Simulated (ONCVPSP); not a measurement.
Before and after: ONCV potential for palladium (Pd)

palladium, optimised norm-conserving Vanderbilt (ONCV), made with ONCVPSP 4.0.1 (PBE, non-relativistic). Core [Ar] 3d10, reference 4s2 4p6 4d9.5 (charge +0.5). Waves: 4s: rc 1.15 bohr, ncon 4, nbas 7, qcut 6.9 1/bohr, 2 projectors, debl 3.4 Ha; 4p: rc 1.35 bohr, ncon 4, nbas 9, qcut 7.9 1/bohr, 2 projectors, debl 0.7 Ha; 4d: rc 1.70 bohr, ncon 4, nbas 8, qcut 8.1 1/bohr, 1 projector. Local part: polynomial inside 0.80 bohr (lpopt 5, dvloc0 6 Ha). Core correction: none.

In the p channel the program set the typed energies aside and used -2.006, 0.250 Ha.

All-electron outer shells of the reference configuration (PBE, non-relativistic, ld1.x):

```
shell  level (eV)  outermost node (bohr)  outermost maximum (bohr)
   4s      -83.95                   0.47                      0.88
   4p      -54.59                   0.46                      0.92
   4d       -9.15                   0.45                      1.09
```

Change: p: rc 1.22.

Cutoffs: the cutoffs (Ha) at which the residual kinetic energy of the hardest occupied pseudo-wave falls to 1 and 0.1 mHa per electron; they do not see the model core or the augmentation charge, which bear on the density cutoff. Errors are all-electron minus pseudo energies relative to the spin-unpolarised reference configuration.

**Question.** How do hardness, ghosts and transferability respond?

**Answer.** The potential gets harder (79 Ha and 97 Ha → 79 Ha and 155 Ha); of the 4 tests that both files solve, the error grows in 0 and shrinks in 1 by more than 15 % and 0.3 meV (median size 0.4 → 0.4 meV); neither file shows a bound ghost. A smaller radius makes the pseudo-wave follow the all-electron one further in, where it bends more sharply, so more plane waves are needed.

| quantity | base | changed |
| --- | --- | --- |
| cutoff, loose | 79 Ha | 79 Ha |
| cutoff, tight | 97 Ha | 155 Ha |
| loose cutoff by channel | s 79 Ha, p 23 Ha, d 25 Ha | s 79 Ha, p 30 Ha, d 25 Ha |
| bound ghosts | none | none |
| GHOST(+) flags under 300 eV | s at 181.1 eV | s at 181.1 eV |
| error for 4s2 4p6 4d10, meV [ΔE -3.28 eV] | -0.1 | -0.1 |
| error for 4s2 4p6 4d9, meV [ΔE 5.97 eV] | -0.1 | -0.1 |
| error for 4s2 4p6 4d8, meV [ΔE 27.08 eV] | +0.7 | +0.7 |
| error for 4s2 4p5 4d10, meV [ΔE 51.99 eV] | -39 | -29 |
| s: phases at 1.16 bohr within 0.05 rad from the reference energy up to (Ha; the scan ends near 5) | to the end of the scan | to the end of the scan |
| d: phases at 1.73 bohr within 0.05 rad from the reference energy up to (Ha; the scan ends near 5) | 3.1 | 3.1 |
